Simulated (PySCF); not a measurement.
PySCF 2.14 output of a UHF calculation on a single atom or ion in aug-cc-pwCVTZ, with no relativity, point nucleus:

```
SCF conv_tol = 1e-09
number electrons alpha = 6  beta = 3
cycle= 1 E= -126.198094720858  delta_E= -0.00583  |g|= 0.0349  |ddm|= 0.0382
cycle= 2 E= -126.198329451579  delta_E= -0.000235  |g|= 0.00727  |ddm|= 0.00824
cycle= 3 E= -126.198341050371  delta_E= -1.16e-05  |g|= 0.000208  |ddm|= 0.00247
cycle= 4 E= -126.198341063978  delta_E= -1.36e-08  |g|= 3.14e-05  |ddm|= 0.000168
cycle= 5 E= -126.198341064362  delta_E= -3.84e-10  |g|= 1.06e-05  |ddm|= 4.57e-05
converged SCF energy = -126.198341064362  <S^2> = 3.7534757  2S+1 = 4.0017375
```

The run itself started from symmetry-adapted Hartree-Fock orbitals and held the occupation by maximum overlap, so the iterations belong to that start.

Task: Which element, charge and spin multiplicity is this?

Result: Ne⁺ (neon, charge +1), multiplicity 4; the state was [He] 2s2 2p4 3d1, one real determinant (an excited configuration).

⟨L²⟩ = 8.01 against 12 for a pure F term, so this real determinant mixes terms. The outer electron is Rydberg-like, and this basis confines it to a smaller radius and binds it less than a complete one would. At UHF the highest occupied level has a positive energy, so only the finite basis holds that electron; for this excited configuration the basis is too tight for the outer shell.
